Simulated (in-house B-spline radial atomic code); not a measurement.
Cr II (Cr+) is squeezed into an impenetrable sphere of radius R (the orbitals vanish at R). No spin polarisation. Caution: exact exchange at fractional occupations of open shells leaves self-interaction of up to several eV. Computed with an all-electron radial atomic-structure program (B-spline basis): non-relativistic B3LYP, spherical fractional occupations, point nucleus.

Energies in eV above the free ion in [Ar] 3d5:

```
R (bohr)  highest level (eV)  [Ar] 3d5  [Ne] 3s2 3p5 3d6  -dE/dV in [Ar] 3d5 (GPa)
    7.17               -10.2   0.02516             45.01                     0.061
    5.65               -9.83    0.2225             45.17                     0.854
    4.93               -9.27    0.6207             45.55                      3.14
    4.29               -8.25      1.56             46.47                      10.6
    3.44               -5.14     5.595             50.71                      64.1
       3               -1.76     11.55             57.13                       192
    2.43                7.47     34.33             81.57                      1060
    2.16                16.2     62.92             111.7                      2760
     1.7                47.6       208             260.7                     17700
    1.43                87.8     464.3             518.6                     61200
```

Question: Does [Ne] 3s2 3p5 3d6 fall below [Ar] 3d5 under compression?

Answer: No, it stays above over the whole range.

The highest level is first positive in the row R = 2.43 bohr, pushed up by confinement above the zero of the free ion's potential. Each configuration is held fixed and needn't be the lowest in the sphere.
